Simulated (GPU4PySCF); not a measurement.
fluorene (C₁₃H₁₀), SMILES c1ccc2c(-c3c(C2)cccc3)c1. Heavy atoms are numbered as in [cH:1]1[cH:2][cH:3][c:4]2[c:5]([cH:6]1)[CH2:7][c:8]1[cH:9][cH:10][cH:11][cH:12][c:13]1-2. Hydrogens are named by the atom that carries them.

Geometry optimised at B3LYP-D3(BJ)/def2-TZVP. Other conformers were not sampled.

Calculation: PBE/pcSseg-1 run with GPU4PySCF.

GIAO shieldings, no solvent; atoms alike by connectivity are averaged. δ = σ(ref) − σ: ¹³C against TMS (σ = 182.0 ppm); ¹H against TMS (σ = 31.49 ppm), references at their B3LYP-D3(BJ)/def2-TZVP geometries, non-relativistic (references run with PySCF on processors).

```
nucleus     atoms  count  δ (ppm)
-------  --------  -----  -------
¹³C            C5      2    147.8
¹³C            C4      2    146.1
¹³C       C2 (CH)      2    130.8
¹³C       C1 (CH)      2    130.5
¹³C       C6 (CH)      2    128.4
¹³C       C3 (CH)      2    123.1
¹³C      C7 (CH2)      1     42.9
¹H        H on C3      2     7.98
¹H        H on C6      2     7.61
¹H        H on C2      2     7.52
¹H        H on C1      2     7.41
¹H        H on C7      2     3.91
```
